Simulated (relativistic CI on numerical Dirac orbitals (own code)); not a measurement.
**Radial parameters of Cs XX**

Computed by Dirac-Coulomb-Breit CI, orbitals from a KLI potential per configuration, model QED (radiative potential, 1s self-energy scaled to tabulated hydrogen-like ionisation energies), unscaled Slater integrals (own radial code, finite nucleus).

Slater integrals F^k, G^k are unscaled and averaged over j, outside the closed core [Ar] 3d10; ζ comes from projecting the Hamiltonian with its Breit term on Σ l·s of the shell.

- 4s2.4p5.4d: ζ(4p) = 92197, F^2(4p,4d) = 150080, G^1(4p,4d) = 189160, G^3(4p,4d) = 120260, ζ(4d) = 10595 cm⁻¹; <r>(4p) = 0.6662, <r^2>(4p) = 0.5009, <r>(4d) = 0.6921, <r^2>(4d) = 0.5465 (bohr units).
- 4s.4p6.4d: G^2(4s,4d) = 148400, ζ(4d) = 10679 cm⁻¹; <r>(4s) = 0.6435, <r^2>(4s) = 0.4648, <r>(4d) = 0.6924, <r^2>(4d) = 0.547 (bohr units).
- 4s2.4p5.4f: ζ(4p) = 92051, F^2(4p,4f) = 149460, G^2(4p,4f) = 129480, G^4(4p,4f) = 92396, ζ(4f) = 957.95 cm⁻¹; <r>(4p) = 0.6664, <r^2>(4p) = 0.5012, <r>(4f) = 0.6991, <r^2>(4f) = 0.5572 (bohr units).

Averages of the first 10 configurations, taken without configuration mixing, which lowers the lowest level and can move excited configurations by several eV; other configurations of the list can lie among them:

```csv
Configuration,Parity,States,Average energy above the lowest level (eV)
4s2.4p6,even,1,0.2
4s2.4p5.4d,odd,60,96.6
4s.4p6.4d,even,20,170.4
4s2.4p5.4f,even,84,203.7
4s.4p6.4f,odd,28,277.7
4s2.4p5.5s,odd,12,247.0
4s2.4p5.5p,even,36,274.9
4p6.4d2,even,45,343.4
4p5.4d3,odd,720,437.7
4p5.4d2.4f,even,3780,542.2
```
